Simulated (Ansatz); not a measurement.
Ansatz results at the PBE0-D4/def2-TZVP geometry: HOMO energy (PBE/def2-TZVPP) -6.21 eV; size of the dipole moment (B3LYP/def2-TZVPP) 2.52 D; LUMO energy (PBE/def2-TZVPP) -0.50 eV.

Each molecule was computed in one conformer, which needn't be the lowest.

(1) Which molecule gave them?
A. `N[SiH2][SiH](N)O`
B. `CB[BH][InH][NH2]`
C. `[OH][SnH]([F])[CH2]Cl`
D. `N[SiH](O)N[SiH3]`

Results:

(1) D. The others give `[OH][SnH]([F])[CH2]Cl`: -7.01, 3.33, -1.80; `N[SiH2][SiH](N)O`: -5.67, 1.90, -0.63; `CB[BH][InH][NH2]`: -5.60, 1.03, -2.88.

B3LYP here is the variant with VWN-RPA as its local correlation; programs differ in this.
